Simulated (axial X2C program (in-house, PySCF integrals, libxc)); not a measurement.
Worked dissociation energy of CaIn: PBEsol, scalar-relativistic

Computed with an in-house relativistic program for diatomic molecules. Spin-free means the one-electron spin-free X2C Hamiltonian. Basis: In dyall-cv3z [11s12p9d4f1g], Ca dyall-cv3z [11s12p6d4f] (cores contracted in-house); Gaussian nuclei, density fitting, unrestricted open shells. Masses: In 114.904 u, Ca 39.963 u.

Molecular state: M_S = 1/2, Λ = 1 (beyond evenly filled blocks: π+α).

| Item | Value |
| --- | --- |
| E(In) (2M_S = 1, M_L = 0) | -5877.824204 hartree |
| E(Ca) (2M_S = 0, M_L = 0) | -679.383926 hartree |
| E(CaIn) at Re | -6557.238242 hartree |
| ωe | 140.4 cm⁻¹ |
| ωexe | 0.581 cm⁻¹ |

Work out De and D0.

De = -5877.824204 + (-679.383926) − (-6557.238242) = 0.03011 hartree = 0.819 eV. The zero-point energy is ωe/2 − ωexe/4 = 70 cm⁻¹ = 0.009 eV, so D0 = 0.811 eV.

The state is a single determinant with fixed occupations, the lowest that a limited PBE0 search found. De is counted from the lowest determinant-based energies of the atoms at the same level, without counterpoise correction. PBE0 can misorder states that lie within some tenths of an eV, so this need not be the ground state of the molecule. The nearest other spin-free determinant of the search, M_S = 1/2, Λ = 0, lies 0.30 eV up at the distance of the search. The functionals have no current-density term, which raises determinants with orbital currents, atoms included. The atomic limit has a lower orbital projection than the molecule and lies lower at mean-field level, so De may be about a tenth of an eV too small. Spin-free De lacks the spin–orbit lowering of the heavy p-block atom, a tenth of an eV or more for 4p and 5p, up to an eV for 6p and one to two eV for 7p atoms, less what an open-shell molecule gains itself.

The levels of this run spread widely (ωe from 104 to 140 cm⁻¹), so these constants depend on the method.

Each atomic determinant is the lowest at this level and need not be a pure term. Totals compare only within one Hamiltonian and basis.
